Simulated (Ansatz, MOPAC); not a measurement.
System: CH₃Te (charge 0, doublet). SMILES: C[Te]
Coordinates optimised at B3LYP-D3(BJ)/def2-TZVP (Ansatz, a quantum-chemistry and plane-wave program):
```xyz
5

Te     0.2547     0.0887    -0.2003
C     -1.3803    -0.4786     1.0935
H     -1.0225    -1.1553     1.8637
H     -2.1075    -0.9922     0.4653
H     -1.8339     0.4091     1.5241
```
Charge 0, spin multiplicity 2.

Wanted: vertical electron affinity to the singlet, in eV. Terms: dispersion terms only where a functional's name holds one; STO-3G and 3-21G all-electron and non-relativistic; def2 sets with scalar-relativistic core potentials past Kr; 6-31G* and kin with 6d, 5d where marked; no spin-orbit coupling; each state is the SCF solution reached for its charge and spin; open shells spin-unrestricted; LANL2DZ with its own core potentials from Na on. Ab initio and DFT rows: single points at B3LYP-D3(BJ) geometries (Ansatz). Semi-empirical rows: differences of heats of formation at the shared geometry for vertical values. Anions need diffuse functions, which STO-3G, LANL2DZ, def2-SVP, cc-pVDZ and Pople sets without + lack.

```json
[
 {"level": "AM1", "program": "MOPAC", "vertical electron affinity to the singlet (eV)": "1.92"},
 {"level": "PM3", "program": "MOPAC", "vertical electron affinity to the singlet (eV)": "2.48"},
 {"level": "PM6", "program": "MOPAC", "vertical electron affinity to the singlet (eV)": "1.70"},
 {"level": "HF/6-31G* with LANL2DZ past Ar", "program": "Ansatz", "vertical electron affinity to the singlet (eV)": "0.62"},
 {"level": "PBE/6-31G* with LANL2DZ past Ar", "program": "Ansatz", "vertical electron affinity to the singlet (eV)": "1.46"},
 {"level": "B3LYP/3-21G", "program": "Ansatz", "vertical electron affinity to the singlet (eV)": "1.40"},
 {"level": "B3LYP/6-31G* with LANL2DZ past Ar", "program": "Ansatz", "vertical electron affinity to the singlet (eV)": "1.49"},
 {"level": "PBE0/def2-TZVPD", "program": "Ansatz", "vertical electron affinity to the singlet (eV)": "1.83"},
 {"level": "wB97M-V/def2-TZVPD", "program": "Ansatz", "vertical electron affinity to the singlet (eV)": "1.83"}
]
```

No value to compare with is used here. The 7 habitual levels span 0.62 (HF/6-31G* with LANL2DZ past Ar) to 2.48 eV (PM3); wB97M-V/def2-TZVPD gives 1.83.

The levels are drawn from those run, B3LYP/6-31G* more often than the rest, none by its result; left out are runs that failed, that the program found above a lower state of the same kind, or whose <S^2> lies over 0.5 above the pure value.
